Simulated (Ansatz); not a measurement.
Reaction (redistribution): `[CH3][Bi]([CH3])[CH3]` + `B[C](=C)[AlH][F]` → `[CH3][Bi]([CH3])[F]` + `B[C](=C)[AlH][CH3]`

Isolated molecules relaxed with PBE0-D4/def2-TZVP in Ansatz; ΔE leaves out vibrations. CBS: MP2 limit from def2 TZ/QZ plus the TZ coupled-cluster correction, frozen cores. Functionals use def2-TZVPP. Elements past krypton have def2 core potentials. For Bi outer-core shells are correlated without core-valence functions, which leaves a few kJ/mol of doubt a bond. One conformer a species, not always the lowest.

```tsv
level	ΔE (eV)
B2PLYP	1.24
HF/CBS(def2)	1.24
```

**Question.** What does CCSD(T)/CBS give? (An estimate is asked.)

**Answer.** Ansatz gave: +1.26 eV. The listed levels differ from it by -0.02, -0.02 eV.

Largest T1 diagnostic among the species: 0.014.

From PBE to PBE0 (25 % exact exchange), in def2-TZVPP and without D4, ΔE moves by +0.09 eV. In def2-TZVPP, CCSD(T) changes the Hartree–Fock value by +0.08 eV (the triples alone add +0.00 eV) and MP2 by +0.16 eV.
